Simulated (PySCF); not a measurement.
Atoms are numbered as in `[CH3:1][CH:2]([CH3:3])[O:4][SiH2:5][C:6]#[C:7][SiH3:8]`. Hydrogens are named by the atom that carries them.

GIAO PBE0/pcSseg-1 shifts (PySCF 2.14, gas phase, non-relativistic, equivalent atoms averaged), each against references optimised in the same way as the molecule (TMS, H2O).

On the GFN2-xTB geometry: C6 123.4, C7 112.0, C2 71.0, C1/C3 27.8, O4 65.0, Si5 -57.7, Si8 -99.5, H(Si5) 4.96, H(Si8) 4.25, H(C2) 4.07, H(C1)/H(C3) 1.38 ppm.

What changes on the PBE0-D3(BJ)/def2-SVP geometry?

## Answers


```json
{"atoms": "C6", "δ (ppm)": "122.1", "change": "-1.3"}
{"atoms": "C7", "δ (ppm)": "111.7", "change": "-0.3"}
{"atoms": "C2", "δ (ppm)": "70.0", "change": "-1.0"}
{"atoms": "C1/C3", "δ (ppm)": "26.4", "change": "-1.4"}
{"atoms": "O4", "δ (ppm)": "61.3", "change": "-3.7"}
{"atoms": "Si5", "δ (ppm)": "-51.2", "change": "+6.5"}
{"atoms": "Si8", "δ (ppm)": "-96.2", "change": "+3.3"}
{"atoms": "H(Si5)", "δ (ppm)": "4.80", "change": "-0.16"}
{"atoms": "H(Si8)", "δ (ppm)": "4.18", "change": "-0.07"}
{"atoms": "H(C2)", "δ (ppm)": "3.74", "change": "-0.33"}
{"atoms": "H(C1)/H(C3)", "δ (ppm)": "1.28", "change": "-0.10"}
```

Part of each change is the reference's own: σ(TMS, C) goes from 186.9 to 184.4 ppm, σ(H2O, O) goes from 336.1 to 334.6 ppm, σ(TMS, Si) goes from 349.2 to 352.0 ppm, σ(TMS, H) goes from 31.72 to 31.27 ppm.

Bonds between heavy atoms that differ most (equivalent bonds averaged): O4–Si5 1.617 → 1.656 Å, C2–O4 1.402 → 1.423 Å, Si5–C6 1.860 → 1.843 Å, C6–C7 1.212 → 1.225 Å, C7–Si8 1.848 → 1.835 Å. Mean change of bonds to hydrogen: C–H +0.013 Å, Si–H +0.025 Å. The two structures also differ in conformation, which adds to the changes.
